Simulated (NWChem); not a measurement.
System: C₃H₆OSi; SMILES [SiH3]C1=COC1

NWChem input:

```
start job
memory heap 200 mb stack 900 mb global 1100 mb
geometry units angstroms noautosym nocenter noautoz
  Si    -0.008306    -1.842684     0.000000
  C     -0.005092    -0.000088     0.000000
  C     -0.938279     0.976672     0.000000
  O     -0.138010     2.094559     0.000000
  C      0.998959     1.148750     0.000000
  H      0.679166    -2.401826    -1.197799
  H      0.679166    -2.401826     1.197799
  H     -1.421454    -2.307873     0.000000
  H     -2.019996     1.075125     0.000000
  H      1.601827     1.290202    -0.901415
  H      1.601827     1.290202     0.901415
end
basis spherical
  Si library def2-svp
  C library def2-svp
  O library def2-svp
  H library def2-svp
end
dft
  xc m06-2x
  iterations 150
end
cosmo
  do_cosmo_smd true
  solvent octanol
end
task dft energy
```

The geometry was optimised at B3LYP/6-31G* (spherical d). Solvent: 1-octanol.

Level: M06-2X/def2-SVP with SMD (1 M gas to 1 M solution), gas-phase geometry. Reactions with the solvent are ignored.

### Question
What results follow from this input? (M06-2X/def2-SVP, SMD on the gas-phase geometry.) Quantities: solvation free energy (kcal/mol); cavity-dispersion-structure term (kcal/mol); dipole in solution (D).

### Answer
```
Property                                     Result
-------------------------------------------  ------
solvation free energy (kcal/mol)               -2.9
cavity-dispersion-structure term (kcal/mol)     1.2
dipole in solution (D)                         0.70
```
